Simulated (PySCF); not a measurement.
C₇H₁₁OP.
Structure used (PBE0-D3(BJ)/def2-SVP), in Å, numbered top down from 1:
```
atom  x, y, z in Å
C1    -2.721   -1.414    1.419
C2    -1.758   -0.547    1.072
C3    -1.945    0.899    1.032
O4    -3.171    1.268    1.428
C5    -3.488    2.634    1.446
P6    -0.772    2.058    0.537
C7     0.653    0.988    0.080
C8     2.031    1.583    0.206
C9     1.622    0.468    1.113
H10   -2.527   -2.489    1.439
H11   -3.721   -1.067    1.689
H12   -0.764   -0.908    0.806
H13   -4.525    2.717    1.795
H14   -3.393    3.075    0.437
H15   -2.816    3.187    2.127
H16    0.495    0.353   -0.799
H17    2.113    2.587    0.635
H18    2.751    1.375   -0.589
H19    2.057   -0.523    0.951
H20    1.417    0.703    2.161
```

Theory: PySCF, TDDFT CAM-B3LYP/def2-SVPD, vertical, gas phase, core orbitals frozen in the response.

```csv
state,E (eV),ν̃ (cm⁻¹),f,|μ| (D),"main configurations (H = HOMO, L = LUMO)"
S1,4.15,33440,0.345,4.68,H→L (94%)
S2,4.53,36570,0.032,1.36,H-1→L (92%)
S3,5.87,47340,0.0041,0.43,"H→L+3 (26%), H→L+1 (20%), H→L+6 (15%)"
S4,5.88,47420,0.146,2.56,H-2→L (87%)
S5,6.06,48890,0.015,0.82,"H-3→L (45%), H→L+1 (36%)"
S6,6.11,49240,0.0074,0.57,"H-3→L (37%), H→L+1 (26%), H→L+6 (11%)"
S7,6.43,51820,0.026,1.03,"H→L+2 (67%), H→L+3 (25%)"
S8,6.65,53650,0.050,1.41,"H→L+4 (64%), H→L+7 (19%)"
S9,6.75,54470,0.018,0.83,"H-4→L (72%), H-5→L (17%)"
S10,7.00,56460,0.024,0.95,"H→L+5 (42%), H→L+6 (22%), H→L+3 (16%)"
```

Triplets, Tamm–Dancoff:

```csv
state,E (eV),λ (nm),"main configurations (H = HOMO, L = LUMO)"
T1,2.08,596.7,H→L (94%)
T2,3.82,324.4,H-1→L (91%)
T3,4.05,306.0,H-2→L (73%)
T4,5.60,221.5,"H→L+3 (30%), H→L+6 (26%), H→L+2 (12%)"
```

The lowest singlet lies at 4.15 eV (299 nm, ultraviolet) and is strong; its leading configuration is HOMO→LUMO (94%). The lowest level is also the most intense of those listed (f = 0.345). S3/S4 lie within about 0.01 eV of each other. Löwdin shares by element: HOMO phosphorus 36%, carbon 32% or more, oxygen 10% (atoms not listed hold the other 23%); LUMO carbon 50% or more, phosphorus 27% (atoms not listed hold the other 24%). The listed states span 2.85 eV, and the widest gap between neighbours is 1.34 eV (S2 to S3). Weighted by f, the mean energy of these states is 5.07 eV. Of the 10 states listed, 8 reach f = 0.01 and none stays under 0.0005. All these states lie below the vertical ionisation energy of 7.75 eV (ΔSCF). The window holds the lowest 10 singlets.

One conformer stands for the species.
